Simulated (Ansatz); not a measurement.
Start from `[F][InH][GeH3]` and change one atom or group to get `[F][InH][SeH]`.

Ansatz, PBE0-D4/def2-TZVP geometries, multiplicity 1. Each molecule was computed in one conformer, which needn't be the lowest.

Elements past krypton have def2 core potentials. Scalar relativity is left out up to krypton.

| property | `[F][InH][GeH3]` |
| --- | --- |
| LUMO energy (PBE/def2-TZVPP) / eV | -2.67 |
| HOMO–LUMO gap (PBE/def2-TZVPP) / eV | 4.04 |
| HOMO–LUMO gap (PBE0/def2-TZVPP) / eV | 5.87 |
| HOMO energy (ωB97M-V/def2-TZVPP) / eV | -9.87 |
| HOMO–LUMO gap (ωB97M-V/def2-TZVPP) / eV | 9.42 |
| HOMO energy (B3LYP/def2-TZVPP) / eV | -7.66 |

(1) What does the change do to each property? (An estimate is asked.)

Results:

(1) The calculation gave: 
```csv
property,`[F][InH][SeH]`,shift
LUMO energy (PBE/def2-TZVPP) / eV,-2.30,0.37
HOMO–LUMO gap (PBE/def2-TZVPP) / eV,4.10,0.06
HOMO–LUMO gap (PBE0/def2-TZVPP) / eV,5.94,0.07
HOMO energy (ωB97M-V/def2-TZVPP) / eV,-9.65,0.22
HOMO–LUMO gap (ωB97M-V/def2-TZVPP) / eV,9.57,0.15
HOMO energy (B3LYP/def2-TZVPP) / eV,-7.30,0.36
```

With PBE0 the HOMO rises by 0.34 eV and the LUMO rises by 0.41 eV, so the gap widens by about 0.07 eV. PBE moves the HOMO by 0.32 eV and ωB97M-V by 0.22 eV. The zero-point energy changes by -38.7 kJ/mol with -6 modes.

B3LYP here is the variant with VWN-RPA as its local correlation; programs differ in this.

Spin–orbit coupling is left out; it splits and shifts lone-pair levels of the heavy atoms by tenths of an eV.
